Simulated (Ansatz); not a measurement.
The cluster Rb₂Br. Total charge 0; doublet. Geometry PBE0-D4/def2-TZVP.

Cartesian coordinates in Å:
```
Rb 0.862 -2.166 -0.046
Rb -1.569 1.309 1.122
Br 0.708 0.857 -1.076
```

In the def2 sets Rb takes a core potential; there is no spin–orbit coupling. HSE06 is defined as in plane-wave codes, on full-range PBE exchange. The structure comes from a short search, and lower isomers may exist.

Problem. Estimate the α-spin orbital energies around the gap (eV) in Ansatz with HF/def2-TZVP, r2SCAN-D4/def2-TZVP, PBE0-D4/def2-SVP, HSE06-D4/def2-TZVP, CAM-B3LYP-D4/def2-TZVP.

Solution. 
| orbital | HF/def2-TZVP | r2SCAN-D4/def2-TZVP | PBE0-D4/def2-SVP | HSE06-D4/def2-TZVP | CAM-B3LYP-D4/def2-TZVP |
| --- | --- | --- | --- | --- | --- |
| HOMO−9 | -21.94 | -16.49 | -17.74 | -17.23 | -19.11 |
| HOMO−8 | -21.91 | -16.48 | -17.73 | -17.22 | -19.09 |
| HOMO−7 | -21.90 | -16.47 | -17.71 | -17.21 | -19.08 |
| HOMO−6 | -21.86 | -16.43 | -17.69 | -17.18 | -19.04 |
| HOMO−5 | -21.82 | -16.34 | -17.60 | -17.10 | -18.98 |
| HOMO−4 | -21.68 | -16.10 | -17.36 | -16.90 | -18.79 |
| HOMO−3 | -9.43 | -5.65 | -6.48 | -6.17 | -7.82 |
| HOMO−2 | -9.42 | -5.61 | -6.46 | -6.15 | -7.81 |
| HOMO−1 | -9.19 | -5.44 | -6.22 | -5.94 | -7.60 |
| HOMO | -3.56 | -2.31 | -2.71 | -2.41 | -3.29 |
| LUMO | -0.09 | -1.48 | -1.26 | -1.53 | -0.76 |
| LUMO+1 | 0.42 | -0.80 | -0.55 | -0.81 | 0.01 |
| LUMO+2 | 0.44 | -0.69 | -0.53 | -0.80 | 0.01 |
| LUMO+3 | 0.61 | -0.26 | -0.03 | -0.37 | 0.34 |
| LUMO+4 | 0.67 | -0.12 | 0.06 | -0.30 | 0.38 |
| LUMO+5 | 0.75 | -0.02 | 0.11 | -0.23 | 0.41 |
| β HOMO | -9.19 | -5.43 | -6.21 | -5.93 | -7.60 |
| β LUMO | 0.15 | -1.53 | -1.34 | -1.54 | -0.97 |
